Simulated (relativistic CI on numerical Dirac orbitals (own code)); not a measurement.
## Hyperfine structure of Eu⁴⁴⁺, mass number 153

Computed by Dirac-Coulomb-Breit CI, separate exchange-only KLI orbitals for each configuration, a model potential for QED, unscaled Slater integrals (own radial code, finite nucleus).

Configuration list (outside the closed core [Ne]): 3s²3p⁶3d, 3s²3p⁵3d², 3s3p⁶3d², 3s²3p⁶4s, 3s²3p⁶4p, 3s²3p⁶4d, 3s²3p⁵3d4s, 3s²3p⁶4f, 3s²3p⁵3d4p, 3p⁶3d³, 3p⁵3d⁴, 3p⁵3d³4s. Double excitations out of closed p, d and f shells are left out; levels of such configurations are missing from the list, as are those of other unlisted configurations, and high levels can miss mixing partners. These lack a partner that the ground configuration has and come out too high: 3s²3p⁵3d4p.

Nuclear spin I = 5/2, μ = 1.5294 μN, Q = 2.41 b (tables of Stone and Pyykkö). The electronic factors are computed for point nuclear moments, without core polarisation or the Bohr-Weisskopf and QED corrections.

```tsv
Level	E (cm⁻¹)	A (MHz)	B (MHz)
3s²3p⁶3d ²D3/2	0	37160	95100
3s²3p⁶3d ²D5/2	289937	15120	121000
3s²3p⁵3d² ⁴D°1/2	1640551	8935	
3s²3p⁵3d² ⁴D°5/2	1898610	20760	118000
3s²3p⁵3d² ⁴G°9/2	1932494	37020	-491000
3s²3p⁵3d² ²H°11/2	2000582	35110	-376000
```

Levels with J = 0, under 50 % of one LS term, or S terms without an open s electron are left out. Small factors come from cancelling terms and can be off by tens of per cent or more.

At this charge energies of transitions that change n are usually good to better than 1 %, and those within a shell (Δn = 0) to a few per cent.

**Question.** Give the hyperfine levels of 3s²3p⁶3d ²D3/2 relative to its centre of gravity.

**Answer.** With K = F(F + 1) − I(I + 1) − J(J + 1), E = AK/2 + B[¾K(K + 1) − I(I + 1)J(J + 1)]/[2I(2I − 1)J(2J − 1)]: F = 1: -128500, F = 2: -130300, F = 3: -61590, F = 4: 163100 MHz.

LS names give the leading component of a level, which can be under half, so a name can repeat, a term be missing and a line seem to break the LS rules.
